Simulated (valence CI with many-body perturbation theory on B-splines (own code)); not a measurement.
## Ho XXXVI in three bases

Calculated by configuration interaction combined with many-body perturbation theory (CI+MBPT): four valence electrons over a frozen Dirac-Fock core [Ar] 3d10, radial functions for each j: 9 s, 9 p, 8 d, 6 f, 3 g, 1 h, with the one-electron correlation potential Σ1 (screened to all orders), the two-electron term Σ2, the three-electron term Σ3, Breit, model QED; selected single and double excitations, second order for the rest, scaled by the run's own slope (own B-spline code, finite nucleus).

No measured spectrum was set against this ion. As an estimate, large intervals hold to a few tenths of a per cent, small ones and those within an open d or f shell to about a per cent.

The reference run has the lowest level (4s^2 4p1/2^2) J=0 and an ionisation energy of 1547.32 eV. Its largest variational space holds 20000 state functions.

Levels are named by their leading jj configuration (3d3/2^4 stands for four electrons in 3d with j = 3/2), which in mixed levels can hold well under half, so a name can repeat and another be missing. Letters in brackets count levels of one name in rising energy.

Changed runs:
A. basis 6 s, 6 p, 5 d, 3 f, 1 g
B. basis 5 s, 5 p, 4 d, 2 f

Excitation energies of the reference run in cm⁻¹, and shifts in cm⁻¹:

| Level | Reference | A | B |
| --- | --- | --- | --- |
| (4s^2 4p1/2 4p3/2) J=1 | 420844 | -106 | -406 |
| (4s^2 4p1/2 4p3/2) J=2 | 450460 | +1.0 | +71 |
| (4s^2 4p3/2^2) J=2 | 893626 | -73 | -182 |
| (4s^2 4p3/2^2) J=0 | 958730 | +53 | +384 |
| (4s 4p1/2^2 4p3/2) J=2 | 1055820 | -138 | -490 |
| (4s 4p1/2^2 4p3/2) J=1 | 1157630 | +17 | +179 |
| (4s 4p1/2 4p3/2^2) J=2 [a] | 1440130 | -254 | -924 |
| (4s^2 4p1/2 4d3/2) J=2 | 1455170 | -8.4 | +145 |
| (4s 4p1/2 4p3/2^2) J=3 | 1498770 | -126 | -387 |
| (4s^2 4p1/2 4d3/2) J=1 | 1563550 | +105 | +648 |
| (4s 4p1/2 4p3/2^2) J=0 | 1565230 | -29 | +34 |
| (4s 4p1/2 4p3/2^2) J=1 [a] | 1618440 | +82 | +519 |
| Ionisation energy (eV) | 1547.32 | -0.038 | -0.15 |
